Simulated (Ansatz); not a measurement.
Calculated with Ansatz (gas phase, PBE0-D4/def2-TZVP geometries, no zero-point term in ΔE). CCSD(T)/CBS is the MP2 limit (def2-TZVPP, def2-QZVPP) plus CCSD(T) − MP2 in def2-TZVPP, frozen cores. This one scheme is used for every species. DFT in def2-TZVPP. Each species was taken in one conformer, which may not be the lowest.

Reaction (cleavage of the Si–B bond): `C[SiH2]BS` + `O[SiH2]F` → `C[SiH2]O[SiH2]F` + `BS`

| level | ΔE (kJ/mol) |
| --- | --- |
| CAM-B3LYP-D4 | -133.2 |
| CCSD(T)/def2-SVP | -117.6 |

What does CCSD(T)/CBS give? (Estimate.)

Ansatz gave: -124.5 kJ/mol. The listed levels differ from it by -8.7, 6.9 kJ/mol.

Largest T1 diagnostic among the species: 0.015.

From BLYP to BHLYP (50 % exact exchange), in def2-TZVPP and without D4, ΔE moves by −18.4 kJ/mol. In def2-TZVPP, CCSD(T) changes the Hartree–Fock value by +29.7 kJ/mol (the triples alone add +4.5 kJ/mol) and MP2 by +24.6 kJ/mol. Leaving LDA and LC-ωPBE aside and taking each functional with its dispersion term where it has one, the values, not all of them listed here, spread over 37.7 kJ/mol, from BHLYP-D4 to PBE-D4.
